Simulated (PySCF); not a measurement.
C7H11ClN2.
Numbering: `[CH3:1][CH2:2][CH2:3][c:4]1[cH:5][c:6]([Cl:7])[n:8]([CH3:9])[n:10]1` (hydrogens: H11, H12, H13 on C1; H14, H15 on C2; H16, H17 on C3; H18 on C5; H19, H20, H21 on C9)

The same species was optimised twice, with GFN2-xTB and with PBE0-D3(BJ)/def2-SVP (PySCF), and the same property calculations (PySCF, gas phase) were run on both structures.

| coordinate | GFN2-xTB | PBE0-D3(BJ)/def2-SVP | change |
| --- | --- | --- | --- |
| C4–C5 (Å) | 1.408 | 1.416 | +0.008 |
| C4–N10 (Å) | 1.323 | 1.329 | +0.006 |
| N8–C9 (Å) | 1.434 | 1.439 | +0.005 |
| N8–N10 (Å) | 1.331 | 1.336 | +0.005 |
| C3–C4 (Å) | 1.489 | 1.494 | +0.005 |
| C6–N8 (Å) | 1.351 | 1.355 | +0.004 |
| C5–C6 (Å) | 1.376 | 1.380 | +0.004 |
| C1–C2 (Å) | 1.523 | 1.520 | -0.003 |
| C2–C3 (Å) | 1.533 | 1.531 | -0.002 |
| C6–Cl7 (Å) | 1.708 | 1.708 | 0.000 |
| C1–C2–C3 (°) | 111.7 | 113.5 | +1.8 |
| C2–C3–C4 (°) | 111.6 | 113.4 | +1.8 |
| C3–C4–N10 (°) | 121.9 | 121.0 | -0.9 |
| C4–N10–N8 (°) | 107.0 | 106.2 | -0.8 |
| C6–N8–N10 (°) | 110.7 | 111.3 | +0.6 |
| C5–C4–N10 (°) | 110.4 | 111.0 | +0.6 |
| C9–N8–N10 (°) | 121.4 | 120.9 | -0.5 |
| C4–C5–C6 (°) | 104.1 | 103.7 | -0.4 |
| C1–C2–C3–C4 (°) | -64 | -63 | +1 |
| C2–C3–C4–C5 (°) | -67 | -70 | -3 |

Rotational constants: A = 2209, B = 632.8, C = 562.7 MHz (GFN2-xTB) against A = 2210, B = 622.9, C = 555.4 MHz (PBE0-D3(BJ)/def2-SVP). Point groups within 0.08 Å: C1 and C1.

On the GFN2-xTB structure: HOMO (eV) -6.91 [PBE0/pcSseg-1]; LUMO (eV) 0.40 [PBE0/pcSseg-1]; dipole (D) 0.73 [PBE0/pcSseg-1]; GIAO shielding of C1 (ppm) 172.4 [PBE0/pcSseg-1]; GIAO shielding of C2 (ppm) 159.0 [PBE0/pcSseg-1]; GIAO shielding of C3 (ppm) 152.8 [PBE0/pcSseg-1]; GIAO shielding of C4 (ppm) 31.2 [PBE0/pcSseg-1]; GIAO shielding of C5 (ppm) 78.1 [PBE0/pcSseg-1]; GIAO shielding of C6 (ppm) 50.6 [PBE0/pcSseg-1]; GIAO shielding of Cl7 (ppm) 781.2 [PBE0/pcSseg-1]; GIAO shielding of N8 (ppm) 48.4 [PBE0/pcSseg-1].

Task: What do these properties become on the PBE0-D3(BJ)/def2-SVP structure?

Result: 
```csv
property,level,on GFN2-xTB,on PBE0-D3(BJ)/def2-SVP,change
HOMO (eV),PBE0/pcSseg-1,-6.91,-6.92,-0.01
LUMO (eV),PBE0/pcSseg-1,0.40,0.35,-0.05
dipole (D),PBE0/pcSseg-1,0.73,0.75,+0.02
"energy, GFN2-xTB geometry as zero (kcal/mol)",PBE0/pcSseg-1,0.0,-0.6,-0.6
GIAO shielding of C1 (ppm),PBE0/pcSseg-1,172.4,170.6,-1.8
GIAO shielding of C2 (ppm),PBE0/pcSseg-1,159.0,157.8,-1.2
GIAO shielding of C3 (ppm),PBE0/pcSseg-1,152.8,151.7,-1.1
GIAO shielding of C4 (ppm),PBE0/pcSseg-1,31.2,29.7,-1.5
GIAO shielding of C5 (ppm),PBE0/pcSseg-1,78.1,75.9,-2.2
GIAO shielding of C6 (ppm),PBE0/pcSseg-1,50.6,49.3,-1.3
GIAO shielding of Cl7 (ppm),PBE0/pcSseg-1,781.2,778.4,-2.8
GIAO shielding of N8 (ppm),PBE0/pcSseg-1,48.4,45.9,-2.5
```

The heavy atoms differ by 0.038 Å rms after alignment. Among bonds between heavy atoms C4–C5 changes most (+0.008 Å). Changes are differences of the printed values. Neither structure is proved a minimum here.

Conformer computed: `[CH3:1][CH2:2][CH2:3][c:4]1[cH:5][c:6]([Cl:7])[n:8]([CH3:9])[n:10]1`: C1–C2–C3–C4 -63°, C2–C3–C4–C5 -70°.
